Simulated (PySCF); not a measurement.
Mo(S)2(F)(Me) (CH₃FMoS₂), SMILES [Mo]([F])(=[S])([CH3])=[S], multiplicity 1.

Geometry optimised at PBE0-D3(BJ)/def2-SVP. The spin state was assumed, not searched. The structure was generated by enumeration; whether it is a known compound was not checked. The def2 effective core potentials stand for the cores of Mo; spin–orbit coupling is left out.

Calculation: r2SCAN/def2-TZVP (PySCF).

Gas-phase values at a fixed geometry.

Question: Estimate the frontier levels, gap, dipole moment and polarisability. (The exact figures need the calculation; the answer reports its results.)

Answer: 
| Quantity | Result |
|---|---|
| highest occupied level | -6.68 eV |
| lowest empty level | -4.18 eV |
| orbital gap | 2.51 eV |
| dipole moment | 2.08 D |
| quadrupole, principal values (traceless, Buckingham form, about the centre of nuclear charge) | -4.08, -1.48, 5.56 D·Å |
| mean static polarisability | 91.6 bohr³ (13.58 Å³) |
| polarisability, principal values | 69.6, 89.5, 115.8 bohr³ |
